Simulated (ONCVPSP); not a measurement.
# An all-electron radial function and its pseudo partner (Tl (Z = 81))

Columns: radius, all-electron u(r) and pseudo u(r) of the 5s shell (level -134.41 eV) of thallium in the configuration [Kr] 4d10 4f14 5s2 5p6 5d10 6s2 6p0.5; PBE, scalar-relativistic, ONCV scheme, ONCVPSP 4.0.1.

| r (bohr) | all-electron | pseudo |
| --- | --- | --- |
| 0.093 | 0.2384 | 0.1541 |
| 0.185 | 0.1494 | 0.3139 |
| 0.278 | -0.6517 | 0.4855 |
| 0.370 | -0.5756 | 0.6607 |
| 0.463 | 0.0222 | 0.8313 |
| 0.555 | 0.6309 | 0.9774 |
| 0.648 | 1.0510 | 1.0854 |
| 0.740 | 1.2503 | 1.1411 |
| 0.833 | 1.2830 | 1.1413 |
| 0.925 | 1.2085 | 1.0901 |
| 1.018 | 1.0761 | 0.9973 |
| 1.110 | 0.9239 | 0.8796 |
| 1.203 | 0.7706 | 0.7498 |
| 1.295 | 0.6313 | 0.6232 |
| 1.388 | 0.5083 | 0.5058 |
| 1.480 | 0.4054 | 0.4049 |
| 1.573 | 0.3197 | 0.3195 |
| 1.665 | 0.2510 | 0.2508 |
| 1.758 | 0.1953 | 0.1952 |
| 1.850 | 0.1516 | 0.1516 |
| 1.943 | 0.1170 | 0.1169 |
| 2.035 | 0.0902 | 0.0902 |
| 2.128 | 0.0692 | 0.0691 |
| 2.220 | 0.0531 | 0.0530 |
| 2.313 | 0.0405 | 0.0405 |
| 2.405 | 0.0310 | 0.0309 |

(1) How many radial nodes do the two functions have?

(2) At about which radius was the pseudo-wave matched?

(3) Is the pseudo-wave norm-conserving?

Answers

(1) The all-electron 5s function has n − l − 1 = 4 (the table is too coarse to show those close to the nucleus); the pseudo-wave has 0, since the states of the same l below it are removed with the core.

(2) 1.65 bohr, where the columns begin to agree (steps of 0.09 bohr).

(3) Yes: the ONCV scheme keeps the norm inside the radius equal to the all-electron one, which fixes the energy derivative of the logarithmic derivative at the level.
